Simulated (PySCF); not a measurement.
O2Si, SMILES O=[Si]=O. Geometry optimised at ωB97X-D3(BJ)/def2-TZVP.

TDDFT-ωB97X/def2-TZVPD (PySCF) puts the lowest singlet excitations at 4.59, 4.59, 6.06, 6.06, 6.45, 7.45 eV.

### Question
What are the lowest excitation roots from ADC(2)/aug-cc-pVDZ (PySCF)? (An estimate is asked for; the answer gives what the named calculation found.)

### Answer
4.31, 4.31, 6.01, 6.01, 6.16, 7.19 eV. S1 differs by -0.28 eV (second minus first; roots are paired by order, and the bases may differ).
